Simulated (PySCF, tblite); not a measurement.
Isomers of C5H6FO2P, one GFN2-xTB conformer each. Single-point energies are computed at PBE0/pcSseg-1 (PySCF, gas phase, no added dispersion term), electronic only.

```tsv
SMILES	GFN2-xTB relative energy (kJ/mol)
CC(=O)[P@]1(=O)C(C)=C1F	141.1
COc1oc(F)c(C)p1	0.0
```

Conformers: `[CH3:1][C:2](=[O:3])[P@:4]1(=[O:5])[C:6]([CH3:7])=[C:8]1[F:9]` with C1–C2–P4–O5 -2°; `[CH3:1][O:2][c:3]1[o:4][c:5]([F:6])[c:7]([CH3:8])[p:9]1` with C1–O2–C3–O4 0°.

Question: What does PBE0/pcSseg-1 give for the same structures?

Answer: 
| SMILES | PBE0/pcSseg-1 E (Eh) | PBE0/pcSseg-1 (kJ/mol) | GFN2-xTB (kJ/mol) | point group |
| --- | --- | --- | --- | --- |
| COc1oc(F)c(C)p1 | -785.07143 | 0.0 | 0.0 | Cs |
| CC(=O)[P@]1(=O)C(C)=C1F | -785.04228 | 76.5 | 141.1 | C1 |

Both levels put the same isomer lowest. As drawn, the lower has an aromatic ring, which the higher lacks; the higher has a three-membered ring, a C=O bond and a P=O bond, which the lower lacks.

Question: Which frontier levels, dipoles and rotational constants go with these structures?

Answer: 
| SMILES | HOMO (eV, PBE0/pcSseg-1) | LUMO (eV) | dipole (D) | A, B, C (MHz) |
| --- | --- | --- | --- | --- |
| COc1oc(F)c(C)p1 | -5.97 | -0.46 | 1.73 | 2410, 1094, 759.7 |
| CC(=O)[P@]1(=O)C(C)=C1F | -7.54 | -2.03 | 2.11 | 1921, 961.5, 917.9 |

Question: What happens when harmonic zero-point energies from GFN2-xTB frequencies are added?

Answer: 
```csv
SMILES,ZPE (kJ/mol),electronic (kJ/mol),with ZPE (kJ/mol)
COc1oc(F)c(C)p1,271.6,0.0,0.0
CC(=O)[P@]1(=O)C(C)=C1F,261.7,76.5,66.7
```

The zero-point energies span 9.9 kJ/mol. The order is unchanged.
